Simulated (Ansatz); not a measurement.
F2O (SMILES FOF), charge 0, multiplicity 1, relaxed at each level with Ansatz (an electronic-structure program); harmonic frequencies from differences of analytic forces, average atomic masses, frozen cores.

```
mode  HF/def2-TZVPP (cm⁻¹)  r2SCAN/def2-TZVPP (cm⁻¹)  B3LYP/def2-TZVPP (cm⁻¹)  wB97X-V/def2-TZVPP (cm⁻¹)  CCSD(T)/cc-pVTZ (cm⁻¹)  CCSD(T)/cc-pVQZ (cm⁻¹)
----  --------------------  ------------------------  -----------------------  -------------------------  ----------------------  ----------------------
1                      594                       477                      481                        512                     469                       ?
2                     1210                       856                      889                        976                     867                       ?
3                     1215                      1016                     1016                       1076                     950                       ?
```

Task: Modes are in rising order at each level. Complete the blanks.

Result: 
- 2, CCSD(T)/cc-pVQZ (cm⁻¹): 865
- 3, CCSD(T)/cc-pVQZ (cm⁻¹): 951
- 1, CCSD(T)/cc-pVQZ (cm⁻¹): 471

Doubts at one or more of the structures used: a restricted determinant that unrestricted orbitals would lower (CCSD(T)/cc-pVTZ, CCSD(T)/cc-pVQZ).
